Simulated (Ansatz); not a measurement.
System: ZnI2 (charge +1, doublet). SMILES of the parent species: [I][Zn][I]

Atoms: Zn1, I2, I3. Bonds: Zn1-I2, Zn1-I3.

Bond lengths (Å) and angles (degrees) optimised at HF/STO-3G with Ansatz (a quantum-chemistry and plane-wave program); HF/3-21G with Ansatz; HF/LANL2DZ with Ansatz; PBE/LANL2DZ with Ansatz, each started from the B3LYP-D3(BJ)/def2-TZVP structure (Ansatz) of the last column. A row stands for all coordinates that are equal there. No wavenumbers were computed at HF/STO-3G, PBE/LANL2DZ, so these may be saddle points.

```tsv
coordinate	HF/STO-3G	HF/3-21G	HF/LANL2DZ	PBE/LANL2DZ	B3LYP-D3(BJ)/def2-TZVP
Zn1-I2	2.305	2.482 to 2.809	2.459 to 2.779	2.594	2.459
I2-Zn1-I3	180.0	180.0	180.0	180.0	180.0
```

A range marks coordinates that this level makes unequal.

Mean signed difference of all 2 bond lengths from B3LYP-D3(BJ)/def2-TZVP: HF/STO-3G -0.154 Å, HF/3-21G 0.186 Å, HF/LANL2DZ 0.160 Å, PBE/LANL2DZ 0.135 Å.
